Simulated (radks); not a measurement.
Initial-state core-level shifts of the iron ion Fe+ when its valence configuration changes from [Ar] 3d6 4s1. Method: scalar-relativistic Kohn-Sham, SCAN, spin-unpolarised, spherical densities, finite nucleus; meta-GGA in the generalised Kohn-Sham scheme; Fermi nuclear charge, rms radius 3.7377 fm; computed with a radial shooting solver on a logarithmic mesh with Libxc functionals. Shifts are changes of the shell-averaged eigenvalues in eV (positive: less bound); the change of the density at the nucleus, which sets a Mossbauer isomer shift, is in e/bohr^3, on a base of 1.519e+04.

| valence | 1s | 2s | 2p | 3s | density at nucleus |
|---|---|---|---|---|---|
| 3d7 | +5.562 | +6.213 | +6.166 | +5.572 | -8.639 |
| 3d5.5 4s1.5 | -3.306 | -3.714 | -3.687 | -3.198 | +5.547 |
| 3d6.5 4s0.5 | +2.947 | +3.294 | +3.269 | +2.922 | -4.614 |
| 3d6 4p1 | -1.526 | -1.438 | -1.438 | -1.526 | -7.215 |
| 3d5 4s1 4p1 | -8.419 | -9.218 | -9.161 | -8.102 | +3.473 |
| 3d5.5 4s1 4p0.5 | -4.054 | -4.420 | -4.392 | -3.949 | +1.513 |
| 3d5 4p2 | -9.873 | -10.606 | -10.547 | -9.534 | -4.835 |
| 3d5.5 4p1.5 | -5.555 | -5.845 | -5.817 | -5.436 | -6.147 |
